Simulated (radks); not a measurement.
Spherical quantum dot in the effective-mass picture: electrons in a hard-walled sphere of radius 3.19, all in effective atomic units (hartree* = m*/eps^2 hartree, bohr* = eps/m* bohr), one dielectric constant everywhere. Calculated with a radial shooting solver with Libxc functionals: non-relativistic Kohn-Sham, LDA (Slater exchange, Perdew-Wang correlation), spin-polarised, spherical densities. Levels are named by radial order and angular momentum (1s, 1p, 1d, 2s, ...), and open shells are averaged over m.

N = 21, configuration 1s2 1p6 1d10 1f(up 3, down 0). This is the lowest configuration that the search found. Occupied and some empty levels:

level,occupation,eigenvalue (hartree*),<r> (bohr*)
1s up,1,8.9382,2.089
1s down,1,8.9787,2.080
1p up,3,9.2147,2.193
1p down,3,9.2585,2.189
1d up,5,9.6770,2.275
1d down,5,9.7231,2.273
1f up,3,10.301,2.342
1f down,0,10.348,2.341
2s up,0,10.598,1.438
2s down,0,10.614,1.440
1g up,0,11.072,2.397
1g down,0,11.121,2.397
2p up,0,11.473,1.671
2p down,0,11.495,1.671
2d up,0,12.500,1.821
2d down,0,12.526,1.820

Energy (hartree*): total 114.099, kinetic 34.236, external 0, Hartree 90.407, exchange-correlation -10.544.

Electron density:

r (bohr*),n(r) (e/bohr*^3)
0.0913,0.01270
0.250,0.01419
0.409,0.01738
0.568,0.02282
0.726,0.03139
0.885,0.04412
1.04,0.06224
1.20,0.08664
1.36,0.1182
1.52,0.1566
1.68,0.1995
1.84,0.2425
2.00,0.2789
2.15,0.2992
2.31,0.2938
2.47,0.2575
2.63,0.1928
2.79,0.1143
2.95,0.04461
3.11,0.005305
